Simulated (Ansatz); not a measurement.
Compare A (`C1O[SiH2][SiH2]1`) with its isomer B (`[SiH3]C1O[SiH2]1`).

Calculated with Ansatz (gas phase, PBE0-D4/def2-TZVP geometries, no zero-point term in ΔE). CCSD(T)/CBS is the MP2 limit (def2-TZVPP, def2-QZVPP) plus CCSD(T) − MP2 in def2-TZVPP, frozen cores. DFT in def2-TZVPP. B3LYP here is the variant with VWN-RPA as its local correlation; programs differ in this.

A:

Z-matrix (Å, degrees):
```
C
Si 1 1.927
O 1 1.445 2 101.1
H 1 1.094 2 114.2 3 -117.5
H 1 1.094 2 114.2 3 117.5
Si 2 2.323 1 71.7 3 0.0
H 2 1.488 1 115.1 3 116.0
H 2 1.488 1 115.1 3 -116.0
H 6 1.489 2 120.8 1 110.2
H 6 1.489 2 120.8 1 -110.3
```

B:

Z-matrix (Å, degrees):
```
Si
C 1 1.866
H 1 1.488 2 108.6
H 1 1.487 2 111.6 3 120.2
H 1 1.486 2 109.2 3 -119.4
O 2 1.495 1 114.1 3 173.0
Si 2 1.810 1 123.3 3 105.0
H 2 1.092 1 116.7 3 -54.6
H 7 1.478 2 121.5 1 -159.4
H 7 1.478 2 121.8 1 -0.7
```

Problem. Which isomer does CCSD(T)/CBS put lower? Give the gap. (Estimate.)

Solution. Ansatz gave: A, by 64.3 kJ/mol.

Problem. Give E(B) − E(A) in kJ/mol with B3LYP, PBE-D4, B3LYP-D4, CCSD(T)/def2-SVP, LDA (SPW92), PBE0-D4, r2SCAN-D4. (An estimate is asked.)

Solution. Computed: B3LYP 64.1, PBE-D4 68.7, B3LYP-D4 65.1, CCSD(T)/def2-SVP 68.1, LDA (SPW92) 76.1, PBE0-D4 75.0, r2SCAN-D4 63.4. None reverses the order clearly.

Problem. Does the order hold for the free energy at 298.15 K (harmonic terms from PBE0-D4)? (An estimate is asked.)

Solution. Computed: Yes: G(B) − G(A) = +54.6 kJ/mol.

Largest T1 diagnostic: 0.014.

Leaving LDA and LC-ωPBE aside and taking each functional with its dispersion term where it has one, the values, not all of them listed here, spread over 16.2 kJ/mol, from BLYP-D4 to PBE0-D4. LDA lies +7.9 kJ/mol from PBE without D4. At CCSD(T), def2-SVP lies +3.8 kJ/mol from the extrapolated value and def2-TZVPP +0.2 kJ/mol.
